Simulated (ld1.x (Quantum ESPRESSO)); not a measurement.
# phosphorus (P), TM: configuration errors across variants

- Element: phosphorus (P)
- Generator: ld1.x (Quantum ESPRESSO) 7.5
- Type: norm-conserving Troullier–Martins (Kleinman–Bylander form)
- Functional: revPBE
- Relativity: scalar-relativistic
- Frozen core: [Ne]
- Valence charge: 5
- Reference configuration: 3s2 3p3
- Partial waves: 3s (bound): rc 1.10 bohr; 3p (bound): rc 1.30 bohr; 3d channel at 0.05 Ry: rc 1.25 bohr
- Local potential: the d channel
- Core correction: Bessel-smoothed model core, default radius (core density twice the valence density)

All-electron excitation energies from the reference (eV): (1) 3s2 3p2 9.707; (2) 3s2 3p1 28.832; (3) 3s2 3p0 58.533; (4) 3s2 3p2.5 3.763; (5) 3s1 3p4 8.529; (6) 3s1 3p3 18.825; (7) 3s2 3p3.3 -1.299.

The default core radius of the base comes out at 0.99 bohr.

A true bound ghost makes a file unfit for plane-wave use even where its test errors are small: the radial tests pick states by their node count and pass the ghost by.

Errors AE − PS in meV (a dash: test not solved or not reliable):

```tsv
change	(1)	(2)	(3)	(4)	(5)	(6)	(7)	bound ghosts
base	+17	+132	+518	+2.7	+7.5	+48	+0.5	s
core correction none	+250	+805	+1958	–	+39	+299	-1.4	s
core correction Bessel-smoothed model core inside 0.44 bohr	+16	+125	+485	+2.6	+7.4	+47	+0.5	s
core correction Bessel-smoothed model core inside 0.78 bohr	+16	+127	+493	+2.6	+7.4	+48	+0.5	s
core correction Bessel-smoothed model core inside 0.86 bohr	+16	+128	+500	+2.6	+7.4	+48	+0.5	s
core correction Bessel-smoothed model core inside 1.06 bohr	+17	+136	+538	+2.8	+7.7	+49	+0.5	s
core correction Bessel-smoothed model core inside 1.16 bohr	+18	+145	+577	+2.9	+8.3	+50	+0.6	s
core correction Bessel-smoothed model core inside 1.28 bohr	+20	+162	+655	+3.2	+9.0	+53	+0.6	s
```

**Question.** Give the same row for: core correction Bessel-smoothed model core inside 0.66 bohr.

**Answer.** +16, +125, +487, +2.6, +7.4, +47, +0.5; bound ghosts: s.
